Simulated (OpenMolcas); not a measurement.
Computed levels of 3d5 in ions with 23 electrons, in cm-1 above 6S 5/2.

```
Program             : OpenMolcas
Method              : MS-CASPT2, IPEA 0.25 Eh, imaginary shift 0.1 Eh
Basis               : ANO-R2
Scalar Hamiltonian  : X2C, finite nucleus
Spin-orbit coupling : state interaction with AMFI integrals over the reference wave functions, term energies averaged over their components
```

Active space for each ion: 5 electrons in 5 orbitals (3d); closed shells correlated by CASPT2: 3s 3p.

```tsv
Level	Cr+	Fe3+	Co4+	Ni5+	Cu6+
4G 5/2	21860	33300	38620	43600	48210
4G 7/2	21870	33330	38670	43680	48330
4G 11/2	21870	33340	38690	43710	48370
4G 9/2	21870	33350	38700	43730	48400
4P 5/2	23170	36600	42490	47990	52980
4P 3/2	23190	36670	42610	48190	53280
4P 1/2	23200	36760	42760	48420	53640
4D 7/2	26330	39900	46210	52170	57720
4D 1/2	26350	39980	46360	52400	58080
```

Q: Estimate 4G 5/2, 4G 7/2 for Mn2+ from its neighbours Cr+ and Fe3+.

A: 4G 5/2 is another term, which grows about linearly with the charge: (21860 + 33300) / 2 = 27580. The calculation gives 27820, so the estimate is off by -0.9 %.
4G 7/2 is another term, which grows about linearly with the charge: (21870 + 33330) / 2 = 27600. The calculation gives 27830, so the estimate is off by -0.8 %; the measured value is 26860 (Corliss and Sugar, J. Phys. Chem. Ref. Data 6, 1253 (1977)).

CASPT2 does not keep the components of a term degenerate, so their means are used; among the terms shown or strongly mixed into the levels shown the widest spread is 850 cm-1 (3d5 4G, Cr+). Some high roots are left out of the spin-orbit mixing, which shifts the levels that they would mix with (holds for Cr+). Blocks of more than 70 roots (2S+1 = 2 even) ran without multistate coupling (holds for Mn2+; Fe3+; Co4+; Ni5+; Cu6+). Computed and measured levels are paired by configuration, term and J; levels that our copy of the source lacks, or whose pairing is in doubt (as where it misses far off the trend of its configuration), stay unpaired and out of the deviations. Only configurations of the active space appear.
